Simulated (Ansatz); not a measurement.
Computed with Ansatz.

Al₂Cl₂F₂H₂, SMILES `[F][Al@H-]1[Cl+][Al@H-]([F])[Cl+]1` at its PBE0-D4/def2-TZVP geometry, where that method's forces vanish. The species carries charge 0 and has multiplicity 1.

| atom | x (Å) | y (Å) | z (Å) |
| --- | --- | --- | --- |
| F1 | 2.085 | 1.713 | 0.349 |
| Al2 | 0.601 | 1.443 | -0.307 |
| Cl3 | 0.700 | -0.579 | -1.354 |
| Al4 | -0.601 | -1.443 | 0.306 |
| F5 | -2.085 | -1.720 | -0.345 |
| Cl6 | -0.705 | 0.581 | 1.350 |
| H7 | -0.165 | 2.501 | -1.159 |
| H8 | 0.171 | -2.497 | 1.160 |

(1) For each bond, give half the difference of the two atoms' forces along it (eV/Å; positive pushes the atoms apart) under PBE-D4, r2SCAN-D4, B3LYP-D4, ωB97M-V in def2-TZVPP. (An estimate is asked.)

Results:

(1) The calculation gave: 
```tsv
bond	length (Å)	PBE-D4	r2SCAN-D4	B3LYP-D4	ωB97M-V
F1–Al2	1.644	0.44	0.05	0.13	0.14
Al2–Cl3	2.279	0.06	0.02	0.13	0.09
Al2–Cl6	2.279	0.06	0.02	0.12	0.08
Al2–H7	1.560	-0.07	-0.05	-0.21	-0.25
Cl3–Al4	2.279	0.06	0.02	0.13	0.09
Al4–F5	1.644	0.44	0.05	0.13	0.14
Al4–Cl6	2.279	0.06	0.02	0.12	0.08
Al4–H8	1.560	-0.07	-0.05	-0.21	-0.25
```

B3LYP here is the variant with VWN-RPA as its local correlation; programs differ in this.
